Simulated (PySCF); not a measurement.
## Ionising AlTl

UHF-SCS-MP2; Al def2-SVP, Tl def2-SVP with ECP60; scalar-relativistic core potentials (PySCF 2.14). Neutral (UHF): triplet (σ ↑, π ↑), Re = 2.897 Å, ωe = 198 cm⁻¹, De = 0.94 eV.

AlTl⁺ (UHF): doublet (σ ↑), Re = 3.478 Å, ωe = 106 cm⁻¹. The energies at the minima are -413.42288 hartree for AlTl and -413.23318 for AlTl⁺.

Question: Work out the adiabatic ionisation energy, without and with harmonic zero-point energies (1 hartree = 27.2114 eV, 1 eV = 8065.5 cm⁻¹), and the change of the bond length.

Answer: At UHF-SCS-MP2: 0.18970 hartree = 5.162 eV between the minima; the zero-point term (106.0 − 198.0)/2 cm⁻¹ = -0.006 eV makes it 5.156 eV. Re changes by +58.1 pm against the neutral. The electron leaves a π orbital, and the ion is left as a loose complex of an ion and an atom.

Correlated steps freeze 9 core orbitals. Correlated levels converge slowly with the basis: in double zeta they bind strong bonds too weakly, by up to about 1 eV, and carry superposition errors of some tenths. These are scalar-relativistic numbers at best; spin–orbit coupling would shift them, the dissociation energy most. States were picked by a PBE0 search and need not be the measured ground states.
